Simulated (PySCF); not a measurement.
C4H6ClF, SMILES C(=C\F)(/Cl)CC. Atoms are numbered in the order given.

```xyz
12

C     -2.2543    -0.2451     0.0324
C     -0.9225    -0.9186    -0.3025
C      0.2702    -0.0685    -0.0051
Cl     0.5343     0.3536     1.6704
C      1.1402     0.4079    -0.9057
F      1.0000     0.1296    -2.2092
H     -2.3004     0.0239     1.0985
H     -3.0950    -0.9205    -0.1867
H     -2.3895     0.6753    -0.5565
H     -0.8286    -1.8621     0.2652
H     -0.8789    -1.1810    -1.3717
H      2.0078     1.0321    -0.6765
```
Charge 0, spin multiplicity 1.

Coordinates come from a r2SCAN-D4/def2-SVP optimisation. The structure was generated by enumeration; whether it is a known compound was not checked. Other conformers were not sampled.

Two levels are set side by side: PBE/pcSseg-1 (PySCF) and KT2/pcSseg-1 (PySCF). GIAO shifts against CFCl3 (¹⁹F), HCl (³⁵Cl), TMS (¹H), TMS (¹³C) at the same level; non-relativistic, no solvent, atoms listed together averaged. Without spin–orbit terms, shifts of atoms bonded to Cl or Br come out too high at both levels. Differences are taken from unrounded values.

```json
[
 {"quantity": "δ(¹³C) of C1 (ppm)", "KT2": "16.7", "PBE": "16.6", "PBE minus KT2": "-0.1"},
 {"quantity": "δ(¹³C) of C2 (ppm)", "KT2": "30.1", "PBE": "30.1", "PBE minus KT2": "0.0"},
 {"quantity": "δ(¹³C) of C3 (ppm)", "KT2": "133.9", "PBE": "141.3", "PBE minus KT2": "7.4"},
 {"quantity": "δ(³⁵Cl) of Cl4 (ppm)", "KT2": "161.1", "PBE": "177.7", "PBE minus KT2": "16.6"},
 {"quantity": "δ(¹³C) of C5 (ppm)", "KT2": "148.5", "PBE": "155.5", "PBE minus KT2": "7.0"},
 {"quantity": "δ(¹⁹F) of F6 (ppm)", "KT2": "-153.3", "PBE": "-140.7", "PBE minus KT2": "12.6"},
 {"quantity": "δ(¹H) of H12 (ppm)", "KT2": "7.27", "PBE": "7.29", "PBE minus KT2": "0.02"}
]
```

Rough cost on one machine, each run with all the roots and properties that it gave: KT2 against PBE within a factor of 2.
